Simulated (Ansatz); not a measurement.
Steps of a relaxation of C6H5F3Sn (`[F][Sn]([F])([F])[c]1ccccc1`) with RKS PBE0-D4/def2-TZVP.

```sh
$ ansatz run in.yaml --threads 5 --pin off --events-out ev --progress --plain --max-ram 66560MiB --backend cuda --devices 0, --max-vram 37GiB
```

```yaml
crystal:
  periodic: [false, false, false]
  atoms:
    - {symbol: F, position_ang: [-0.935566, -3.637975, 0.450837]}
    - {symbol: Sn, position_ang: [0.543039, -2.532035, -0.163196]}
    - {symbol: F, position_ang: [2.121826, -3.001454, 0.872632]}
    - {symbol: F, position_ang: [0.935985, -3.239894, -1.932257]}
    - {symbol: C, position_ang: [0.095779, -0.456067, -0.038262]}
    - {symbol: C, position_ang: [1.141832, 0.460768, 0.170303]}
    - {symbol: C, position_ang: [0.840099, 1.829321, 0.255663]}
    - {symbol: C, position_ang: [-0.488959, 2.267102, 0.139599]}
    - {symbol: C, position_ang: [-1.526532, 1.341678, -0.055837]}
    - {symbol: C, position_ang: [-1.240550, -0.030182, -0.143272]}
    - {symbol: H, position_ang: [2.182765, 0.118566, 0.272583]}
    - {symbol: H, position_ang: [1.650548, 2.556172, 0.416822]}
    - {symbol: H, position_ang: [-0.717245, 3.341679, 0.206236]}
    - {symbol: H, position_ang: [-2.568508, 1.686448, -0.137405]}
    - {symbol: H, position_ang: [-2.056512, -0.754727, -0.285146]}
basis:
  gaussian: {orbitals: def2-TZVP}
hamiltonian: {xc: pbe0, dispersion: d4}
relax: {f_tol: 0.005, max_steps: 150}
```

Positions (Å) and forces (eV/Å) along the path, 6 of 6 steps:

```xyz
15
step=1 energy=-20279.1943 eV
F    -0.936   -3.638    0.451    0.851    0.588   -0.332
Sn    0.543   -2.532   -0.163    0.152   -0.671   -0.105
F     2.122   -3.001    0.873   -0.893    0.223   -0.571
F     0.936   -3.240   -1.932   -0.226    0.391    1.037
C     0.096   -0.456   -0.038   -0.049    0.204    0.068
C     1.142    0.461    0.170   -0.275    0.133   -0.039
C     0.840    1.829    0.256   -0.163   -0.176   -0.029
C    -0.489    2.267    0.140    0.071   -0.266   -0.014
C    -1.527    1.342   -0.056    0.216   -0.093    0.026
C    -1.241   -0.030   -0.143    0.201    0.231    0.024
H     2.183    0.119    0.273   -0.538    0.189   -0.057
H     1.651    2.556    0.417   -0.431   -0.383   -0.085
H    -0.717    3.342    0.206    0.111   -0.571   -0.033
H    -2.569    1.686   -0.137    0.555   -0.180    0.042
H    -2.057   -0.755   -0.285    0.418    0.382    0.068
15
step=2 energy=-20279.3470 eV
F    -0.897   -3.590    0.443    0.077    0.042   -0.024
Sn    0.534   -2.492   -0.162    0.051   -0.229   -0.015
F     2.071   -2.973    0.853   -0.078    0.008   -0.045
F     0.919   -3.196   -1.885   -0.019    0.033    0.083
C     0.096   -0.458   -0.034   -0.025    0.141   -0.026
C     1.133    0.453    0.165   -0.123    0.123    0.020
C     0.834    1.809    0.253   -0.007   -0.045   -0.009
C    -0.484    2.242    0.141    0.022   -0.067    0.000
C    -1.512    1.325   -0.055    0.023   -0.037   -0.010
C    -1.227   -0.034   -0.145    0.055    0.162    0.042
H     2.163    0.117    0.262   -0.134    0.054   -0.012
H     1.635    2.528    0.411   -0.116   -0.095   -0.026
H    -0.711    3.303    0.211    0.027   -0.149   -0.009
H    -2.541    1.666   -0.138    0.146   -0.041    0.011
H    -2.034   -0.749   -0.290    0.101    0.100    0.020
15
step=3 energy=-20279.3528 eV
F    -0.888   -3.599    0.443   -0.006   -0.004    0.007
Sn    0.536   -2.498   -0.162   -0.002    0.012    0.005
F     2.066   -2.987    0.851    0.004   -0.003    0.007
F     0.919   -3.200   -1.882    0.002    0.000   -0.018
C     0.096   -0.455   -0.038    0.001   -0.017    0.030
C     1.127    0.458    0.167   -0.023    0.001   -0.029
C     0.829    1.810    0.253    0.014   -0.006    0.006
C    -0.484    2.241    0.140    0.002    0.013   -0.001
C    -1.508    1.327   -0.055   -0.014   -0.013    0.008
C    -1.224   -0.027   -0.143    0.025    0.011   -0.022
H     2.154    0.125    0.263    0.006    0.006    0.003
H     1.627    2.526    0.409    0.000   -0.002    0.004
H    -0.711    3.299    0.210   -0.002    0.002   -0.003
H    -2.534    1.667   -0.138    0.000   -0.002    0.002
H    -2.029   -0.738   -0.287   -0.008    0.002    0.000
15
step=4 energy=-20279.3529 eV
F    -0.888   -3.600    0.445    0.000   -0.001    0.001
Sn    0.536   -2.498   -0.161   -0.001    0.006    0.002
F     2.066   -2.988    0.852    0.000   -0.002    0.001
F     0.918   -3.197   -1.884    0.000    0.001   -0.003
C     0.097   -0.456   -0.036    0.006   -0.007   -0.022
C     1.127    0.458    0.163   -0.010   -0.008    0.022
C     0.830    1.810    0.252    0.005    0.001   -0.005
C    -0.484    2.241    0.141    0.000    0.007    0.001
C    -1.508    1.327   -0.055   -0.004   -0.002   -0.009
C    -1.223   -0.027   -0.146    0.006   -0.003    0.023
H     2.154    0.126    0.262    0.006    0.003   -0.003
H     1.627    2.526    0.411    0.004    0.001   -0.003
H    -0.711    3.299    0.210   -0.002    0.003    0.003
H    -2.534    1.666   -0.137   -0.003    0.000   -0.003
H    -2.029   -0.738   -0.289   -0.006    0.000   -0.004
15
step=5 energy=-20279.3529 eV
F    -0.888   -3.600    0.445    0.000    0.001    0.000
Sn    0.536   -2.498   -0.161    0.001   -0.005    0.000
F     2.065   -2.993    0.852    0.000    0.001    0.000
F     0.917   -3.194   -1.885    0.000    0.002    0.001
C     0.097   -0.456   -0.035    0.001    0.002   -0.001
C     1.127    0.458    0.166    0.001    0.000    0.000
C     0.829    1.810    0.252    0.001    0.001    0.000
C    -0.484    2.242    0.140    0.000    0.000    0.001
C    -1.508    1.326   -0.056   -0.001    0.000   -0.001
C    -1.222   -0.028   -0.143   -0.001   -0.001    0.000
H     2.155    0.129    0.263   -0.003   -0.003    0.000
H     1.627    2.526    0.409    0.001    0.001    0.000
H    -0.712    3.299    0.208    0.000    0.000    0.000
H    -2.534    1.665   -0.138   -0.001    0.000    0.000
H    -2.029   -0.738   -0.287    0.002   -0.001    0.001
15
step=6 energy=-20279.3529 eV
F    -0.889   -3.600    0.444    0.000    0.000    0.000
Sn    0.536   -2.498   -0.160    0.000    0.000   -0.001
F     2.065   -2.994    0.852    0.000    0.000    0.000
F     0.917   -3.191   -1.885    0.000    0.000    0.000
C     0.097   -0.456   -0.034   -0.001   -0.001    0.001
C     1.127    0.459    0.166    0.000   -0.001    0.000
C     0.829    1.810    0.252    0.000    0.000    0.000
C    -0.484    2.242    0.139    0.000    0.000    0.000
C    -1.508    1.326   -0.056    0.000    0.000    0.000
C    -1.222   -0.028   -0.143    0.000    0.000    0.000
H     2.155    0.128    0.264    0.000    0.000    0.001
H     1.627    2.526    0.409    0.000    0.000    0.000
H    -0.712    3.299    0.207    0.000    0.000    0.000
H    -2.534    1.665   -0.139    0.000    0.000    0.000
H    -2.028   -0.738   -0.286    0.000    0.000    0.001
```

Hardware: 5 threads of an AMD EPYC 7R13 on a shared host and a share of an NVIDIA H100 80 GB. Wall time 22 s, peak host memory 1 GiB.
